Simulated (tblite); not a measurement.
Species: C₆H₁₁F.
Atom-mapped SMILES: `[CH2:1]=[CH:2][CH2:3][C:4]([CH3:5])([CH3:6])[F:7]` (hydrogens: H8, H9 on C1; H10 on C2; H11, H12 on C3; H13, H14, H15 on C5; H16, H17, H18 on C6)

Computed with GFN2-xTB (tblite), gas phase: nudged elastic band of 9 images (0 to 8), spring 0.2 eV/Å², climbing image at the end, force threshold 0.05 eV/Å. The top image wasn't refined or checked by frequencies; at this threshold it can lie a kcal/mol or more above the true saddle point of the method.

The band describes a rotation about C3–C4 (allylic carbon, sp3 C–F carbon), followed by the dihedral C2–C3–C4–C5, from the optimised start (-61°) to a second optimised geometry at 57°.

Question: Give the energy profile along the converged band.

Answer: 
| image | dihedral (°) | E (kcal/mol) | C3–C4 (Å) | C2···C5 (Å) | largest true force (eV/Å) |
| --- | --- | --- | --- | --- | --- |
| 0 | -61 | 0.00 | 1.538 | 3.05 | 0.01 |
| 1 | -46 | 0.43 | 1.540 | 2.92 | 0.02 |
| 2 | -31 | 1.48 | 1.545 | 2.84 | 0.03 |
| 3 | -15 | 2.56 | 1.549 | 2.79 | 0.04 |
| 4 | 0 | 2.98 | 1.550 | 2.78 | 0.03 |
| 5 | 16 | 2.48 | 1.548 | 2.79 | 0.04 |
| 6 | 31 | 1.49 | 1.544 | 2.83 | 0.04 |
| 7 | 45 | 0.64 | 1.540 | 2.90 | 0.03 |
| 8 | 57 | 0.17 | 1.537 | 2.99 | 0.01 |

Barriers of this band. The top is image 4 at 0°: 2.98 kcal/mol forward and 2.81 kcal/mol back; the end lies 0.17 kcal/mol above the start. The central bond is 0.012 Å longer at the top than at the start.

Question: What rate follows at 298 K for crossing this barrier forward?

Answer: Taking the electronic barrier for the free energy of activation (no zero-point or entropy terms, transmission 1), rate = (kT/h)·exp(−ΔE/kT) ≈ 4 × 10^10 s⁻¹, whose inverse is 2 × 10^-11 s. An error of 1 kcal/mol in the barrier changes this by a factor of 5, and the method and the loose band can each miss by that much or more.

Question: How would the two end points share their population at 298 K, from these energies alone?

Answer: exp(−ΔE/kT) with ΔE = 0.007 eV gives 0.76 for the higher one (end) against 1 for the lower, without vibrational, rotational or degeneracy terms. GFN2-xTB can put conformers this close in the wrong order.

Question: How long is the path, and how are the images spaced?

Answer: Cartesian distances between aligned neighbours (all atoms, Å): 0.89, 0.87, 0.86, 0.86, 0.85, 0.84, 0.83, 0.77; the sum is 6.77 Å, and the top lies 51 % of the way along.

The cost below is that of the whole band run. On one thread of an Arm Neoverse V1, on a shared host, this took 3.1 s of wall time.
